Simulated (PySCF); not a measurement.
C6H4NOS (doublet state).
Structure used (GFN2-xTB), in Å, numbered top down from 1:
```
atom  x, y, z in Å
C1     1.7178   -0.3211   -0.9343
C2     0.7038    0.1653   -0.1794
C3     0.7665    0.9967    0.9441
O4    -0.4413    1.2853    1.4489
C5    -1.4101    0.6987    0.7360
S6    -2.9897    0.8900    1.0625
C7    -0.7764   -0.1181   -0.3821
C8    -1.0627   -1.5276   -0.2249
N9    -1.2516   -2.6445   -0.0878
H10    1.5318   -0.9691   -1.7704
H11    2.7377   -0.0768   -0.7033
H12    1.6188    1.4228    1.4354
H13   -1.1490    0.1989   -1.3624
```

The hyperfine couplings belong to this conformer and change with its torsions.

As a line formula: `[CH2]C1=COC(=S)[C@@H]1C#N` [radical].

Theory: UKS B3LYP, pcH-1 on C H N O S, non-relativistic, mean-field spin-orbit, GIAO in PySCF 2.14.0. The structure is a single GFN2-xTB conformer in the gas phase; no vibrational or solvent corrections. The geometry wasn't refined by DFT: couplings that depend on bond lengths, twists or pyramidal angles can differ widely from those at the functional's own minimum. No stability test was run, so a lower SCF solution isn't excluded. ⟨S²⟩ is 0.776 where a pure state has 0.75.

(1) Where do the isotropic ENDOR lines of H12, H10, H11 and H13 fall at 348.7 mT, to first order?

(2) Which pairs are centred on the nuclear Larmor frequency, and which on half the coupling?

(3) At what field would the lower line of H10 fall to zero frequency?

Answers

(1) ν± = |νn ± a/2|, one line for each electron-spin manifold; νn = |g_N| × 7.62259 MHz/T × B.

| nuclei | isotope | g_N | νn (MHz) | a_iso (MHz) | lower line (MHz) | upper line (MHz) |
| --- | --- | --- | --- | --- | --- | --- |
| H12 | 1H | 5.5857 | 14.85 | -44.43 | 7.37 | 37.06 |
| H10 | 1H | 5.5857 | 14.85 | -38.28 | 4.29 | 33.98 |
| H11 | 1H | 5.5857 | 14.85 | -36.00 | 3.15 | 32.85 |
| H13 | 1H | 5.5857 | 14.85 | -17.48 | 6.11 | 23.59 |

(2) Centred on νn, since |a| < 2νn: H13. Centred on |a|/2 and split by 2νn: H12, H10 and H11.

(3) Where νn = |a|/2, that is B = 19.14 MHz/(5.5857 × 7.62259 MHz/T) = 449 mT, as far as first order holds there.

H10 and H11 aren't averaged: C1 is flat or nearly so (angle sum 360°), and its turn about the short C1–C2 bond (1.35 Å) is taken as slow.
